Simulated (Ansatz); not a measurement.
Gas-phase electronic energies from Ansatz, PBE0-D4/def2-TZVP geometries. CCSD(T)/CBS adds triple-zeta CCSD(T) − MP2 to the extrapolated MP2 energy (def2 sets, frozen cores). This one scheme is used for every species. DFT in def2-TZVPP. B3LYP here is the variant with VWN-RPA as its local correlation; programs differ in this. For Br, Ge outer-core shells are correlated without core-valence functions, which leaves a few kJ/mol of doubt a bond. Scalar relativity is left out up to krypton. Each species was taken in one conformer, which may not be the lowest.

`C[S][Ge][SH]` + HBr → `[SH][Ge][Br]` + CH₃SH  (ligand exchange at a Ge–S bond)

`C[S][Ge][SH]`:

Z-matrix (Å, degrees):
```
C
S 1 1.814
H 1 1.089 2 109.1
H 1 1.091 2 111.1 3 120.3
H 1 1.089 2 109.1 3 -119.4
Ge 2 2.216 1 101.2 3 -120.5
S 6 2.244 2 97.0 1 -180.0
H 7 1.345 6 98.7 2 0.0
```

HBr:

Cartesian coordinates in Å:
```
Br -0.265 -0.474 -0.457
H 0.265 0.474 0.457
```

`[SH][Ge][Br]`:

Z-matrix (Å, degrees):
```
S
Ge 1 2.237
H 1 1.344 2 96.8
Br 2 2.358 1 99.8 3 -0.0
```

CH₃SH:

```xyz
6

C    -0.081   -0.431    0.220
S    -0.538    1.197   -0.414
H     0.264   -1.089   -0.577
H    -0.989   -0.855    0.651
H     0.673   -0.359    1.003
H     0.672    1.537   -0.884
```

CCSD(T)/CBS gives -26.1 kJ/mol.

Another level gave -32.0 kJ/mol. Which?
A. ωB97X-V/def2-TZVPP
B. B3LYP/def2-TZVPP
C. MP2/def2-TZVPP
D. r2SCAN/def2-TZVPP

A. ωB97X-V -32.0, r2SCAN -27.5, B3LYP -37.1, MP2/def2-TZVPP -23.0 kJ/mol.

Largest T1 diagnostic among the species: 0.014.

The D4 term adds +5.5 kJ/mol with B3LYP and +3.0 kJ/mol with PBE0; it sums over pairs of atoms, weighted by their polarisabilities, and B3LYP, whose exchange is more repulsive, gets the larger term. In def2-TZVPP, CCSD(T) changes the Hartree–Fock value by +21.2 kJ/mol (the triples alone add +3.8 kJ/mol) and MP2 by +23.5 kJ/mol.
